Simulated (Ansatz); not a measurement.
Reaction (isomerisation): `B/C([SiH3])=C\Cl` → `ClBC1C[SiH2]1`

Calculated with Ansatz (gas phase, PBE0-D4/def2-TZVP geometries, no zero-point term in ΔE). CBS: MP2 limit from def2 TZ/QZ plus the TZ coupled-cluster correction, frozen cores. Each species was taken in one conformer, which may not be the lowest.

| species | HF/CBS(def2) energy (Eh) |
| --- | --- |
| `B/C([SiH3])=C\Cl` | -852.39483 |
| `ClBC1C[SiH2]1` | -852.43875 |

(1) Work out ΔE.

Largest T1 diagnostic among the species: 0.012.

Answers

(1) ΔE = (-852.43875) − (-852.39483) = -0.04392 Eh = -27.6 kcal/mol. CCSD(T)/CBS gives -36.6 kcal/mol.

In def2-TZVPP, CCSD(T) changes the Hartree–Fock value by −8.3 kcal/mol (the triples alone add −0.3 kcal/mol) and MP2 by −11.5 kcal/mol. From PBE to PBE0 (25 % exact exchange), in def2-TZVPP and without D4, ΔE moves by −1.7 kcal/mol.
